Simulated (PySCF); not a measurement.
CH₈O₂Si₂, SMILES C[Si](O)(O)[SiH3]. Atoms are numbered in the order given.

```xyz
13

Si     1.6860     0.9321    -0.0107
Si    -0.3504    -0.2262     0.0239
C     -1.7482     0.8039    -0.6804
O     -0.2516    -1.6704    -0.8157
O     -0.5951    -0.6245     1.6195
H      2.0247     1.3179    -1.4196
H      2.7986     0.0871     0.5216
H      1.6081     2.1911     0.7957
H     -1.8832     1.7236    -0.0900
H     -2.7000     0.2477    -0.6647
H     -1.5438     1.1028    -1.7215
H     -0.5400    -1.6615    -1.7323
H     -1.2010    -1.3556     1.7787
```

Coordinates come from a PBE0-D3(BJ)/def2-SVP optimisation. This is a generated structure with no PubChem entry under its InChIKey; it may be hypothetical. Other conformers were not sampled.

Calculation: KT2/pcSseg-1 (PySCF).

GIAO shieldings, no solvent; atoms listed in one row are averaged. δ = σ(ref) − σ: ²⁹Si against TMS (σ = 361.9 ppm); ¹³C against TMS (σ = 185.1 ppm); ¹⁷O against H2O (σ = 330.4 ppm); ¹H against TMS (σ = 31.47 ppm), references at their B3LYP-D3(BJ)/def2-TZVP geometries, non-relativistic.

Q: Estimate the chemical shifts. (Estimate from the structure and the level; the computed values follow.)

A: 
```json
[
 {"nucleus": "²⁹Si", "atoms": "Si2", "count": "1", "δ (ppm)": "19.1"},
 {"nucleus": "²⁹Si", "atoms": "Si1", "count": "1", "δ (ppm)": "-118.7"},
 {"nucleus": "¹³C", "atoms": "C3", "count": "1", "δ (ppm)": "9.1"},
 {"nucleus": "¹⁷O", "atoms": "O4", "count": "1", "δ (ppm)": "71.5"},
 {"nucleus": "¹⁷O", "atoms": "O5", "count": "1", "δ (ppm)": "67.0"},
 {"nucleus": "¹H", "atoms": "H6, H7, H8", "count": "3", "δ (ppm)": "3.57"},
 {"nucleus": "¹H", "atoms": "H13", "count": "1", "δ (ppm)": "1.70"},
 {"nucleus": "¹H", "atoms": "H12", "count": "1", "δ (ppm)": "1.27"},
 {"nucleus": "¹H", "atoms": "H9, H10, H11", "count": "3", "δ (ppm)": "0.47"}
]
```
